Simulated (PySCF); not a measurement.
C3H5N3Si.
InChI=1S/C3H5N3Si/c1-7(6,2-4)3-5/h6H2,1H3

Method: TDDFT PBE0/def2-SVPD, vertical, gas phase, core orbitals frozen in the response in PySCF 2.14.0, density-fitted response routines. Isolated species at its GFN2-xTB geometry (one conformer only). Torsions of this conformer, `[CH3:1][Si:2]([NH2:3])([C:4]#[N:5])[C:6]#[N:7]`: H–N3–Si2–C1 -170°, H–N3–Si2–C1 43°.

Each state is given a Gaussian of 0.4 eV full width at half maximum, with ε(max) = 2.175×10⁸ f / Δν̃ (Δν̃ the width in cm⁻¹). The width is an assumption, not a result. The curve ends short of the highest state used, and states not computed would add to its high-energy end.

λ (nm), ε (L mol⁻¹ cm⁻¹) and a bar:
```
    181.4        127 ##
    182.6         98 #
    183.8         80 #
    185.0         76 #
    186.2         90 #
    187.4        126 ##
    188.6        189 ###
    189.8        285 ####
    191.0        419 ######
    192.2        597 ########
    193.5        838 ###########
    194.7       1098 ###############
    195.9       1379 ###################
    197.1       1657 ######################
    198.3       1904 ##########################
    199.5       2093 ############################
    200.7       2201 ##############################
    201.9       2216 ##############################
    203.1       2136 #############################
    204.3       1973 ###########################
    205.5       1750 ########################
    206.7       1490 ####################
    207.9       1221 #################
    209.1        963 #############
    210.3        732 ##########
    211.5        537 #######
    212.7        381 #####
    214.0        253 ###
    215.2        167 ##
    216.4        107 #
    217.6         67 #
    218.8         41 
    220.0         24 
    221.2         14 
    222.4          8 
    223.6          4
```

(1) Locate the maxima and give the states behind the curve.

(2) On this curve, what absorbance would a 10⁻⁴ mol/L sample give at 222 nm over a 1 cm path?

(3) Does any computed singlet lie in the visible range?

(4) Coming from long wavelengths, where does ε first pass 100 L mol⁻¹ cm⁻¹?

Answers

(1) 201 nm (6.15 eV), ε about 2200, made up of S1 (96%) (ε in L mol⁻¹ cm⁻¹; maxima over ε = 5, shares over 10%). At its high-energy end, 6.84 eV, the curve is still rising (ε about 130, from S3 and S4). The states used: S1 6.14 eV (f 0.032); S2 6.37 eV (f 0.0029); S3 6.99 eV (f 0.0014); S4 7.03 eV (f 0.0016); S5 7.33 eV (f 0.0031); S6 7.35 eV (f 0.0014); S7 7.39 eV (f 0.0070); S8 7.44 eV (f 0.0094).

(2) 222 nm is 5.585 eV, where ε is about 9.3 L mol⁻¹ cm⁻¹, so A = ε c l ≈ 0.00093 (Beer–Lambert, with the gas-phase spectrum and the assumed width).

(3) No computed singlet lies in the visible range (380 to 750 nm); the lowest, at 202 nm, stands 2.88 eV above its violet end (3.26 eV).

(4) At about 217 nm (5.72 eV), 0.42 eV below S1.

The run took 51 s wall on Arm Neoverse N1, one thread, shared host with 64 logical CPUs at a one-minute load of 60, and the process peaked at 0.73 GiB of memory.
